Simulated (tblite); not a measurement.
C₅H₁₄BN.
Cartesian coordinates in Å at the GFN2-xTB level; atoms count from 1:
```
atom  x, y, z in Å
B1    -1.921   -0.693    0.983
N2    -0.959    0.250    0.032
C3    -1.614    0.541   -1.238
C4     0.361   -0.331   -0.168
C5     1.428    0.539   -0.863
C6     2.432    0.134    0.228
C7     1.271   -0.425    1.065
H8    -1.340   -0.839    2.012
H9    -2.077   -1.715    0.390
H10   -2.933   -0.075    1.120
H11   -0.859    1.113    0.561
H12   -1.013    1.205   -1.864
H13   -2.582    0.997   -1.046
H14   -1.780   -0.396   -1.765
H15    0.222   -1.298   -0.654
H16    1.687    0.268   -1.884
H17    1.187    1.601   -0.827
H18    3.121   -0.638   -0.104
H19    3.002    0.943    0.678
H20    1.402   -1.417    1.486
H21    0.958    0.250    1.857
```

Computed values, GFN2-xTB/tblite, gas phase, harmonic and unscaled. The method is semi-empirical: single wavenumbers can be off by several per cent or more. Modes of hydrogen on boron can be 10 to 20 % off. One conformer, not necessarily the lowest.

Harmonic wavenumbers (cm⁻¹): 95.7, 106.2, 176.1, 201.3, 221.6, 304.3, 320.7, 409.8, 445.0, 638.3, 685.2, 805.8, 817.0, 883.3, 894.0, 926.5, 989.3, 1017.4, 1031.2, 1041.7, 1051.3, 1077.0, 1107.0, 1141.7, 1163.4, 1170.2, 1183.1, 1188.7, 1224.1, 1230.2, 1244.3, 1253.2, 1259.1, 1260.2, 1267.6, 1303.3, 1376.8, 1411.2, 1467.6, 1473.7, 1475.5, 1485.2, 1494.3, 2427.9, 2445.1, 2470.1, 2973.0, 2975.6, 2993.7, 3013.1, 3015.9, 3027.3, 3033.0, 3037.8, 3045.1, 3049.4, 3338.1.

A = 4673, B = 1882, C = 1458 MHz; mass 99.122 u (most abundant isotopes); point group C1, symmetry number 1.

**Question.** What is the zero-point energy?

**Answer.** Half the sum of the wavenumbers: 41082 cm⁻¹ = 117.46 kcal/mol.

**Question.** Give the ideal-gas entropy at 273.15 K and 1 bar in the rigid-rotor, harmonic-oscillator model (classical rotation).

**Answer.** Translation 39.28, rotation 27.36, vibration 18.31: S = 85.0 cal/(mol K).

**Question.** And Cp and H(273.15 K) − H(0)?

**Answer.** Cp = 30.78 cal/(mol K), of which vibrations give 22.83 (their classical limit is 57 R = 113.3); H(273.15 K) − H(0) = 5.06 kcal/mol without the zero-point energy, 2.89 from vibrations.

**Question.** What must be added to the electronic energy to get the Gibbs energy at 273.15 K and 1 bar?

**Answer.** ZPE + [H(273.15 K) − H(0)] − T·S = 117.46 + 5.06 − 23.21 = 99.31 kcal/mol.

**Question.** How do the functions run with temperature in this model?

**Answer.** 
| T (K) | S (cal/(mol K)) | Cp (cal/(mol K)) | H − H(0) (kcal/mol) | G − H(0) (kcal/mol) | ln q(vib) |
| --- | --- | --- | --- | --- | --- |
| 50 | 54.2 | 10.7 | 0.44 | -2.27 | 0.13 |
| 100 | 63.2 | 15.7 | 1.10 | -5.22 | 0.74 |
| 298.15 | 87.8 | 33.5 | 5.86 | -20.31 | 4.39 |
| 373.15 | 96.2 | 42.0 | 8.69 | -27.21 | 5.91 |
| 500 | 110.4 | 55.3 | 14.89 | -40.31 | 8.62 |
| 750 | 136.7 | 74.5 | 31.29 | -71.26 | 14.24 |
| 1000 | 160.0 | 87.2 | 51.60 | -108.42 | 19.83 |

q(vib) and H(0) count from the zero-point level.

**Question.** Blend soft modes into free rotors: weight 1/[1 + (100 cm⁻¹/ν̃)⁴] for the oscillator and the rest for a rotor with moment μB/(μ + B), μ = h/(8π²ν), B = 10⁻⁴⁴ kg m². What vibrational entropy results?

**Answer.** 17.84 cal/(mol K) in place of 18.31, which changes −T·S at 273.15 K by +0.13 kcal/mol.

**Question.** Which modes carry the vibrational entropy at 273.15 K?

**Answer.** 95.7 cm⁻¹: 3.37; 106.2 cm⁻¹: 3.17; 176.1 cm⁻¹: 2.21; 201.3 cm⁻¹: 1.96; 221.6 cm⁻¹: 1.79; 304.3 cm⁻¹: 1.25 cal/(mol K); the other 51 give 4.57 together.

Hindered rotation and anharmonicity are outside this model. Other conformers, if any are populated, would add a mixing term that is left out. The structure is chiral; the term R ln 2 for an equal mix with its mirror image is left out.
